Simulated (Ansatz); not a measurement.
Reaction (hydrogenolysis of a C–Si bond): `[SiH3][C@H]1[O][Ge@@H]1[Cl]` + H₂ → `[Cl][GeH]1[CH2][O]1` + SiH₄

Computed with Ansatz on PBE0-D4/def2-TZVP structures; ΔE is electronic, products minus reactants. CBS: MP2 limit from def2 TZ/QZ plus the TZ coupled-cluster correction, frozen cores. This one scheme is used for every species. Functionals use def2-TZVPP. B3LYP here is the variant with VWN-RPA as its local correlation; programs differ in this. For Ge outer-core shells are correlated without core-valence functions, which leaves a few kJ/mol of doubt a bond. Scalar relativity is left out up to krypton.

```
             level  ΔE (kJ/mol)  difference from CCSD(T)/CBS
          B3LYP-D4        -23.8                         -4.9
           ωB97X-V        -25.9                         -7.0
           ωB97M-V        -23.4                         -4.5
               PBE        -26.3                         -7.4
              PBE0        -30.0                        -11.1
             B3LYP        -35.3                        -16.4
     HF/def2-TZVPP        -49.6                        -30.7
    MP2/def2-TZVPP        -16.5                          2.4
SCS-MP2/def2-TZVPP        -23.5                         -4.6
CCSD(T)/def2-TZVPP        -23.7                         -4.8
       CCSD(T)/CBS        -18.9                            0
```

Largest T1 diagnostic among the species: 0.013.

From PBE to PBE0 (25 % exact exchange), in def2-TZVPP and without D4, ΔE moves by −3.7 kJ/mol. The D4 term adds +11.5 kJ/mol with B3LYP and +6.4 kJ/mol with PBE0; it sums over pairs of atoms, weighted by their polarisabilities, and B3LYP, whose exchange is more repulsive, gets the larger term. In def2-TZVPP, CCSD(T) changes the Hartree–Fock value by +25.9 kJ/mol (the triples alone add +5.5 kJ/mol) and MP2 by +33.1 kJ/mol.
